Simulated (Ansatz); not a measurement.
PBE exchange is replaced step by step with exact exchange (0 % is PBE, 25 % PBE0; no dispersion term), basis def2-TZVP, Ansatz. System: the cluster Ta4⁺. Charge 1, multiplicity 2. Geometry: r2SCAN-D4/def2-SVP, each spin state at its own.

Left out: 50 %, where a state is spin-contaminated, unstable or flagged.

Geometry of the doublet:

```tsv
atom	x (Å)	y (Å)	z (Å)
Ta1	0.0449	1.0898	1.1044
Ta2	-1.2566	0.2955	-0.9259
Ta3	1.3850	0.0362	-0.7773
Ta4	-0.1732	-1.4215	0.5989
```

In the def2 sets Ta takes a core potential; there is no spin–orbit coupling. At PBE with 35 % exact exchange/def2-TZVP the charge 1 doublet is spin-contaminated (final ⟨S²⟩ up to 0.88, 0.75 for a pure state). The structure comes from a short search, and lower isomers may exist.

HOMO and LUMO are taken over both spins.

| exact exchange (%) | HOMO (eV) | LUMO (eV) | gap (eV) | ⟨S²⟩ | quartet − doublet (kJ/mol) |
| --- | --- | --- | --- | --- | --- |
| 0 | -8.18 | -7.93 | 0.25 | 0.760 | 64.8 |
| 5 | -8.26 | -7.67 | 0.59 | 0.765 | 60.7 |
| 10 | -8.36 | -7.41 | 0.94 | 0.772 | 57.0 |
| 25 | -8.71 | -6.69 | 2.02 | 0.807 | 47.4 |
| 35 | -8.92 | -6.23 | 2.69 | 0.875 | 41.6 |

Problem. Fit a straight line to the column «quartet − doublet (kJ/mol)» against the share of exact exchange and predict its value at 15 %.

Solution. With x = exact exchange (%) and y = quartet − doublet (kJ/mol): mean x = 15, mean y = 54.3; Σ(x − x̄)(y − ȳ) = -558, Σ(x − x̄)² = 850; slope b = -0.6565, intercept a = ȳ − b·x̄ = 64.15. The residuals of the fitted rows reach 0.6. At x = 15 the line gives 64.15 + (-0.6565 × 15) = 54.3; the run gave 53.7, 0.6 less than the line.
